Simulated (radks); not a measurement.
Values are calculated unless marked as measured or tabulated.
Ionisation of Te2+, [Kr] 4d10 5s2 5p2, to Te3+, [Kr] 4d10 5s2 5p1, under several functionals. Scalar-relativistic Kohn-Sham, spin-unpolarised, spherical densities, point nucleus; a radial shooting solver on a logarithmic mesh with Libxc functionals.

functional,E(Te2+) (hartree),Exc (hartree),IE (eV),-e(HOMO) (eV),<r> HOMO (bohr),IE error (eV)
Wu-Cohen GGA,-6792.68695,-174.16308,26.997,22.390,2.331,-0.843
exchange-only LDA,-6782.92361,-164.30316,25.937,21.317,2.355,-1.903
RPBE,-6793.80838,-175.29672,26.788,22.218,2.346,-1.052
B86b exchange with PBE correlation,-6794.21252,-175.70200,26.931,22.332,2.341,-0.909
HCTH/407,-6797.71950,-179.41536,27.037,22.455,2.337,-0.803
SOGGA,-6790.18459,-171.63947,26.832,22.245,2.336,-1.008
revPBE,-6793.71259,-175.20004,26.810,22.234,2.342,-1.030
PBEsol,-6790.56662,-172.02327,26.957,22.358,2.334,-0.883
"LDA (Slater exchange, Perdew-Zunger correlation)",-6787.81659,-169.25338,27.232,22.592,2.332,-0.608

NIST Atomic Spectra Database: 27.84 eV (measured). Closest: LDA (Slater exchange, Perdew-Zunger correlation). The Delta-SCF values span 1.30 eV, the total energies 14.80 hartree. The highest occupied level is 5p. Spin polarisation and multiplet splitting are left out, so open shells lie too high by an amount that depends on their filling. Spin-orbit splitting is averaged out at the scalar-relativistic level.

Beside tabulated values, note that spin-unpolarised runs miss the spin-polarisation part of the exchange energy of open shells.
